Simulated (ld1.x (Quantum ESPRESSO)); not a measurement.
**Varying the ultrasoft potential for Ge**

Base potential:

- Element: Ge
- Generator: ld1.x (Quantum ESPRESSO) 7.5
- Type: ultrasoft
- Functional: PW91
- Relativity: scalar-relativistic
- Frozen core: [Ar] 3d10
- Valence charge: 4
- Reference configuration: 4s1.5 4p2.5
- Partial waves: 4s (bound): rcut 1.25, rcutus 1.55 bohr; 4s channel at 0.55 Ry: rcut 1.25, rcutus 1.55 bohr; 4p (bound): rcut 2.50, rcutus 2.65 bohr; 4p channel at 0.1 Ry: rcut 2.50, rcutus 2.65 bohr; 4d channel at 0.15 Ry: rcut 2.15, rcutus 2.40 bohr; 4d channel at 1.9 Ry: rcut 2.15, rcutus 2.40 bohr
- Local potential: all-electron potential smoothed inside 1.90 bohr (lloc = -1)
- Core correction: a·sin(br)/r model core inside 0.95 bohr
- Augmentation charge: built from norm-conserving waves at rcut, not smoothed further

All-electron outer shells of the reference configuration (PW91, scalar-relativistic, ld1.x):

```
shell  level (eV)  outermost node (bohr)  outermost maximum (bohr)
   3p     -116.58                   0.23                      0.54
   3d      -30.28                      –                      0.50
   4s      -12.30                   0.77                      1.73
   4p       -4.29                   0.82                      2.19
```

Cutoffs, loose and tight: the cutoffs (Ry, on a coarse ladder) from which the occupation-weighted sum of valence levels, in a spherical-Bessel basis at the reference potential, stays within 10 and 1 mRy of its value at 400 Ry. They do not see the model core or the augmentation charge, which bear on the density cutoff. Test errors are all-electron minus pseudo excitation energies from the reference, over the configurations 4s2 4p2; 4s2 4p1; 4s2 4p0; 4s2 4p1.5; 4s2 4p2.3; 4s1 4p3; 4s1 4p2. A dash means not determined; rows that change the core or the reference have their own tests.

| change | outcome | cutoff, loose | cutoff, tight | bound ghosts | largest test error (meV) |
| --- | --- | --- | --- | --- | --- |
| base | generated | 12 Ry | 18 Ry | none | -39 |
| core correction none | generated | 12 Ry | 18 Ry | none | +9.0 |
| core correction a·sin(br)/r model core inside 0.62 bohr | generated | 12 Ry | 18 Ry | none | -39 |
| core correction a·sin(br)/r model core inside 0.82 bohr | generated | 12 Ry | 18 Ry | none | -39 |
| core correction a·sin(br)/r model core inside 0.96 bohr | generated | 12 Ry | 18 Ry | none | -39 |
| core correction a·sin(br)/r model core inside 1.16 bohr | generated | 12 Ry | 18 Ry | none | -39 |
| core correction a·sin(br)/r model core inside 1.34 bohr | generated | 12 Ry | 18 Ry | none | -38 |
| core correction a·sin(br)/r model core inside 1.54 bohr | generated | 12 Ry | 18 Ry | none | -37 |
| core correction a·sin(br)/r model core inside 1.72 bohr | generated | 12 Ry | 18 Ry | none | -38 |
| core correction a·sin(br)/r model core inside 1.84 bohr | generated | 12 Ry | 18 Ry | none | -39 |
